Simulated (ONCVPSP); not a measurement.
## Ce (Z = 58): variants of one ONCV potential

Base potential:

```json
{
 "Element": "cerium (Ce)",
 "Generator": "ONCVPSP 4.0.1",
 "Type": "optimised norm-conserving Vanderbilt (ONCV)",
 "Functional": "LDA (Perdew-Wang 92)",
 "Relativity": "fully relativistic",
 "Frozen core": "[Kr] 4d10 4f1",
 "Valence charge": "11",
 "Reference configuration": "5s2 5p6 5d1 (charge +2)",
 "Partial waves": "5s: rc 2.25 bohr, ncon 3, nbas 7, qcut 5 1/bohr, 2 projectors, debl 3.5 Ha; 5p: rc 2.00 bohr, ncon 4, nbas 9, qcut 3.5 1/bohr, 2 projectors, debl 0.5 Ha; 5d: rc 2.00 bohr, ncon 4, nbas 7, qcut 5.4 1/bohr, local",
 "Local potential": "the d channel",
 "Core correction": "Teter function, fcfact 1.5, rcfact 1.35"
}
```

Open shells are filled in proportion to 2j + 1.

In the s channel the program set the typed energies aside and used -1.968, 0.050 Ha. In the p channel the program set the typed energies aside and used -1.294, 0.250 Ha (j = l + 1/2; the other j can differ).

Cutoffs, loose and tight: the cutoffs (Ha) at which the residual kinetic energy of the hardest occupied pseudo-wave falls to 1 and 0.1 mHa per electron. They do not see the model core or the augmentation charge, which bear on the density cutoff. Test errors are all-electron minus pseudo excitation energies from the reference, over the configurations 5s2 5p6 5d1 6s2; 5s2 5p6 5d1 6s1; 5s2 5p6 5d0; 5s2 5p6 5d2. A dash means not determined; rows that change the core or the reference have their own tests.

A true bound ghost makes a file unfit for plane-wave use even where its test errors are small: the radial tests pick states by their node count and pass the ghost by.

| change | outcome | cutoff, loose | cutoff, tight | bound ghosts | GHOST(+) flags above zero | largest test error (meV) |
| --- | --- | --- | --- | --- | --- | --- |
| base | generated, projector energies reset by the program, misses its reference levels by 0.16 eV | 24 Ha | 65 Ha | none | none | +8.8 |
| all radii but the core radius scaled by about 0.80 (s 1.80, p 1.60, d 1.60 bohr) | generated, projector energies reset by the program, misses its reference levels by 0.16 eV | 89 Ha | 108 Ha | s | none | -7.6 |
| all radii but the core radius scaled by about 1.22 (s 2.74, p 2.44, d 2.44 bohr) | generated, projector energies reset by the program, misses its reference levels by 0.16 eV | 6.9 Ha | 8.8 Ha | none | none | +27 |
| all radii but the core radius scaled by about 1.29 (s 2.90, p 2.58, d 2.58 bohr) | generated, projector energies reset by the program, misses its reference levels by 0.16 eV | 6.7 Ha | 8.3 Ha | none | none | +60 |

Problem. What comes out with this change to the base: all radii but the core radius scaled by about 1.10 (s 2.48, p 2.20, d 2.20 bohr)?

Solution. outcome: generated, projector energies reset by the program, misses its reference levels by 0.16 eV; cutoff, loose: 8.0 Ha; cutoff, tight: 46 Ha; bound ghosts: none; GHOST(+) flags above zero: none; largest test error (meV): +13.

Problem. What comes out with this change to the base: all radii but the core radius scaled by about 0.90 (s 2.02, p 1.80, d 1.80 bohr)?

Solution. outcome: generated, projector energies reset by the program, misses its reference levels by 0.16 eV; cutoff, loose: 60 Ha; cutoff, tight: 84 Ha; bound ghosts: none; GHOST(+) flags above zero: s; largest test error (meV): +21.

Reading the sweep of the scale of all radii but the core radius (base = 1) (base included, trends over the rows without a ghost): The loose cutoff falls from 60 Ha at 0.9 to 6.7 Ha at 1.29. A larger radius leaves more room for a smooth pseudo-wave, so fewer plane waves are needed; a smaller one forces it to follow the all-electron wave where it bends sharply. The median size of the test errors (rows with all tests solved) is not monotonic: lowest 6.6 meV at 1, highest 20.3 meV at 1.29. Bound ghosts are found at 0.8.
